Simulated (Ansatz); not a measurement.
**Reading a saddle point**

A first-order saddle point of Si$_{2}$H$_{7}$O$_{2}$F$_{3}$, closed shell, PBE0-D4/def2-TZVP, with one imaginary mode of 647i cm⁻¹:

Si1  (-0.855, 0.404, -0.539)
Si2  (1.326, -0.854, -0.698)
F3  (-1.194, -0.775, -1.614)
F4  (-2.002, -0.017, 0.529)
O5  (-1.158, 1.629, -1.572)
H6  (0.047, 0.514, 1.943)
F7  (-0.148, 1.481, 0.641)
H8  (0.334, -0.674, 0.975)
O9  (0.129, -0.470, 2.104)
H10  (2.510, -0.679, 0.196)
H11  (1.198, -2.279, -1.081)
H12  (1.568, -0.010, -1.901)
H13  (-0.967, 2.497, -1.212)
H14  (-0.787, -0.769, 2.230)
(Å)

Program: Ansatz 0.2.0. Basis: def2-TZVPP and def2-QZVPP. Cores are frozen in the correlated methods. Extrapolation: Hartree–Fock as exp(−7.88 √X), correlation as X^−2.97.

Question: Which contacts change along the imaginary mode, and what lies on either side? (Judge from chemistry; the calculation decides.)

Answer: By the calculation: The step is Si₂H₄OF₂ ([OH][Si]([F])([F])[SiH3]) + H₂O + HF → SiHOF₃ ([OH][Si]([F])([F])[F]) + SiH₄ + H₂O, with the molecules in contact on both sides. Shortening one way: Si1–F7, Si2–H8, H6–O9; lengthening the same way: Si1–Si2, H6–F7, H8–O9.
```csv
pair,one side (Å),saddle (Å),other side (Å)
Si1–F7,3.58,1.75,1.58
Si2–H8,5.53,1.95,1.49
H6–O9,1.53,1.00,0.96
Si1–Si2,2.33,2.52,4.29
H6–F7,0.97,1.63,3.35
H8–O9,0.96,1.17,3.05
```

Question: Which side is lower, and how far does the saddle lie above each? (Judge from chemistry; the value comes from the calculation.)

Answer: By the calculation: The side with Si1–F7, Si2–H8, H6–O9 short is lower by 98.8 kJ/mol; the saddle lies 275.5 kJ/mol above it and 176.7 kJ/mol above the other (CCSD(T) at an estimated basis limit (MP2 extrapolated from triple and quadruple zeta, plus CCSD(T) − MP2 in triple zeta); electronic energies).

T1 diagnostic: at most 0.013.

Labels in which every atom is bracketed show which atoms are joined, not bond orders.

For scale, one of the runs: CCSD(T)/def2-TZVPP, 337 basis functions, launched by `ansatz run in.yaml --threads 4 --pin off --events-out ev --progress --plain --max-ram 66560MiB --backend cuda --devices 0, --max-vram 37GiB`. Hardware: 4 CPU threads of an AMD EPYC 7R13 and a share of one NVIDIA H100, shared host. Wall time 17 s; peak host memory 0.84 GiB.
